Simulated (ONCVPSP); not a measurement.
## Scattering properties, ONCV potential for Ce

- Element: Ce (Z = 58)
- Generator: ONCVPSP 4.0.1
- Type: optimised norm-conserving Vanderbilt (ONCV)
- Functional: LDA (Perdew-Zunger)
- Relativity: scalar-relativistic
- Frozen core: [Kr] 4d10
- Valence charge: 12
- Reference configuration: 4f2 5s2 5p6 6s2
- Partial waves: 5s+6s: rc 2.90 bohr, ncon 3, nbas 6, qcut 5.3 1/bohr, 3 projectors, debl 1.3 Ha; 5p: rc 1.90 bohr, ncon 3, nbas 8, qcut 4.8 1/bohr, 2 projectors, debl 1.9 Ha; d scattering state at 0.09 Ha: rc 2.95 bohr, ncon 5, nbas 8, qcut 3 1/bohr, 3 projectors, debl 2.2 Ha; 4f: rc 1.05 bohr, ncon 4, nbas 9, qcut 17.1 1/bohr, 2 projectors, debl 2.1 Ha
- Local potential: polynomial inside 0.95 bohr (lpopt 5, dvloc0 0 Ha)
- Core correction: Teter function, fcfact 6, rcfact 1.4

In the d channel the program set the typed energies aside and used 0.050, 2.250, 4.450 Ha.

The phase is arctan(r·R′/R) of the radial function R(r), unwrapped; energies in Ha, scanned from -3 to 5 Ha. A pole is an energy at which the radial function vanishes at the test radius. The pseudo phase is shifted by a multiple of π to meet the all-electron one at the reference energy, and phase errors are pseudo minus all-electron; the curves can meet again beyond the range given. Levels narrower than the energy grid can be missing from the lists of poles.

```
channel  radius (bohr)  reference energy (Ha)  poles, all-electron  poles, pseudo  unbroken range about the reference energy with phases within 0.05 rad  phase error 1 Ha above the reference energy (rad)
      s           2.95                  -0.13          -1.32, 1.59    -1.32, 1.59                                                              below 3.3                                             +0.000
      p           1.93                  -0.77                 0.72           0.72                                                        the whole range                                             +0.000
      d           3.00                   0.05           0.39, 3.16     0.39, 3.16                                                        the whole range                                             -0.000
      f           1.07                  -0.03                 2.43           2.43                                                        the whole range                                             +0.000
```

Note: ghosts flagged at negative energy: s at -191.3 eV, p at -18.9 eV (a further GHOST(-) flag falls on a real empty level of the atom); GHOST(+) flagged for d at 225.9 eV. A true bound ghost makes a file unfit for plane-wave use.

Phases in the d channel:

```
E (Ha)  all-electron  pseudo
 -2.98         1.408   1.408
 -2.54         1.391   1.391
 -2.10         1.367   1.367
 -1.66         1.332   1.332
 -1.22         1.270   1.270
 -0.78         1.126   1.126
 -0.34         0.345   0.344
  0.10        -1.351  -1.351
  0.54        -1.646  -1.646
  0.98        -1.897  -1.897
  1.42        -3.150  -3.151
  1.86        -4.381  -4.381
  2.30        -4.577  -4.577
  2.74        -4.659  -4.659
  3.18        -4.714  -4.714
  3.62        -4.765  -4.765
  4.06        -4.833  -4.833
  4.50        -4.979  -4.979
  4.94        -5.970  -5.970
```
